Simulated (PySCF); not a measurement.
# Working out the ionisation energy of Mg⁺

Mg⁺ [Ne] 3s1 (2S) → Mg²⁺ [Ne] (1S). Calculation: PySCF 2.14, in aug-cc-pCVDZ (6s5p3d, 36 functions); no relativity, point nucleus. Frozen: nothing. Energies in hartree (1 hartree = 27.21139 eV):

| part | Mg⁺ (lower) | Mg²⁺ (upper) |
| --- | --- | --- |
| UHF | -199.365083 | -198.824295 |
| MP2 opposite-spin | -0.123510 | -0.122125 |
| MP2 same-spin | -0.047447 | -0.045913 |

**Question.** What does Hartree-Fock give?

**Answer.** (-198.824295) − (-199.365083) = 0.540788 hartree = 14.716 eV.

**Question.** What do MP2 and SCS-MP2 (6/5 opposite-spin, 1/3 same-spin) give?

**Answer.** The opposite-spin parts differ by 0.038 eV and the same-spin parts by 0.042 eV. MP2: 14.716 + (0.038) + (0.042) = 14.796 eV. SCS-MP2: 14.716 + 1.2 × (0.038) + (0.042)/3 = 14.776 eV.

Measured between the centres of the two terms (NIST): 15.035 eV, so MP2 (all electrons) is off by -0.239 eV.

A double-zeta basis recovers only part of the correlation energy.

What remains against the reference includes basis incompleteness and correlation beyond second order.
